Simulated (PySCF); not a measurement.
Successive ionisation energies of copper

Calculated with PySCF 2.14, two-component X2C-1e (Gaussian nucleus, no Breit or QED terms), each ion in its own even-tempered basis; GMP2 freezes the deep shells of the larger ions and drops the highest virtual spinors; eV.

| ion | configuration | GHF (screened spin-orbit) | NIST | kind |
| --- | --- | --- | --- | --- |
| Cu⁵⁺ | [Ar] 3d6 | 106.13 | 103 ± 1 | semi-empirical |
| Cu⁶⁺ | [Ar] 3d5 | 129.30 | 139 ± 1.2 | semi-empirical |
| Cu⁷⁺ | [Ar] 3d4 | 166.28 | 166 ± 2.1 | theoretical |
| Cu⁸⁺ | [Ar] 3d3 | 198.08 | 198 ± 2.2 | theoretical |
| Cu⁹⁺ | [Ar] 3d2 | 231.63 | 232.2 ± 0.5 | semi-empirical |
| Cu¹⁰⁺ | [Ar] 3d1 | 264.83 | 265.33 ± 0.25 | measured |
| Cu¹¹⁺ | [Ar] | 365.81 | 367 ± 0.9 | semi-empirical |
| Cu¹²⁺ | [Ne] 3s2 3p5 | 399.33 | 401 ± 0.3 | semi-empirical |
| Cu¹³⁺ | [Ne] 3s2 3p4 | 434.78 | 436 ± 0.6 | semi-empirical |
| Cu¹⁴⁺ | [Ne] 3s2 3p3 | 472.11 | 483.1 ± 0.9 | semi-empirical |
| Cu¹⁵⁺ | [Ne] 3s2 3p2 | 515.43 | 518.7 ± 1.2 | semi-empirical |
| Cu¹⁶⁺ | [Ne] 3s2 3p1 | 555.53 | 552.8 ± 2.1 | semi-empirical |

Task: Where is the largest relative jump?

Result: From Cu¹⁰⁺ to Cu¹¹⁺: 264.83 to 365.81 eV, where the electron removed from [Ar] comes from a deeper shell or subshell.
